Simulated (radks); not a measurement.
Results of a calculation; reference values are marked as such.
Ar3+, 15 electrons, occupied as [Ne] 3s2 3p2 7d1 (not the ground configuration).

Code: a radial shooting solver on a logarithmic mesh with Libxc functionals. Model: non-relativistic Kohn-Sham, PBE, spin-polarised, spherical densities, point nucleus; open shells are filled with parallel spins first.

Energy parts (eV):
| part | energy |
|---|---|
| total | -14212.077 |
| kinetic | 14198.911 |
| electron-nucleus | -32935.943 |
| Hartree | 5309.994 |
| exchange-correlation | -785.040 |

Orbitals (lengths in bohr, moments of r in powers of bohr; r(90%) holds 90 % of the orbital's charge):
orbital	occ.	eigenvalue (eV)	r(90%)	<r^2>
1s up	1	-3174.949	0.154	0.009982
1s down	1	-3174.397	0.154	0.009979
2s up	1	-360.1882	0.648	0.2044
2s down	1	-359.6520	0.647	0.2040
2p up	3	-295.6731	0.622	0.1752
2p down	3	-294.9296	0.621	0.1749
3s up	1	-80.3081	1.85	1.800
3s down	1	-76.6117	1.87	1.822
3p up	2	-64.4508	2.00	2.050
3p down	0	-60.8805	2.03	2.096
7d up	1	-4.9354	19.9	242.3

The highest occupied level is 7d up at -4.935 eV. The configuration is held as typed, so some empty levels lie below it. The spin density at the nucleus is -0.3248 e/bohr^3 (1s -0.3904, 2s 0.1131, 3s -0.0476), a Fermi contact field of -17 T. Spin moment in Bohr magnetons: 3. The density falls to 0.001 e/bohr^3 at r = 2.85 bohr. Virial ratio -V/T = 2.00093.
